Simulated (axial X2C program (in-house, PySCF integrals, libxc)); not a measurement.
## Which molecule has these constants?

All values come from calculations with an axial X2C code built on PySCF integrals, spin-free (one-electron X2C) or two-component (2c: spin–orbit coupling with atomic mean-field Coulomb and Gaunt terms, which also bring small scalar terms), in Dyall basis sets with cores contracted in-house; open shells are unrestricted.

A two-component PBE0 calculation in a Dyall 3-zeta basis gave Re = 1.624 Å, ωe = 1705.4 cm⁻¹, De = 2.74 eV, Ω = 1.

**Question.** Which molecule is it?
A. GeH⁻
B. CH⁻
C. PbH⁻
D. SiH⁻

**Answer.** A. The others have CH⁻ 1.137 Å and 2650.8 cm⁻¹ (Ω = 1); PbH⁻ 1.899 Å and 1330.7 cm⁻¹ (Ω = 0); SiH⁻ 1.560 Å and 1851.7 cm⁻¹ (Ω = 1).

Each entry is the lowest single determinant of a limited PBE0 search at one distance. De goes to single-determinant-based atoms at the same level (for ions the charge split of lowest energy) and is withheld (n/a) where an atom does not fit its ground term or J level. Main or longest-lived isotopes. One determinant is a doubtful description, or other states lie close, for GeH⁻, CH⁻, PbH⁻, SiH⁻; these need not be ground states, and all values refer to the states named. Some open-shell Ω = 0 determinants are out of reach, so the Ω given for GeH⁻, CH⁻, SiH⁻ need not be the lowest component. With several unpaired electrons the Ω given is that of one determinant, not necessarily of the lowest component. The functionals have no current term, which raises determinants with orbital currents.
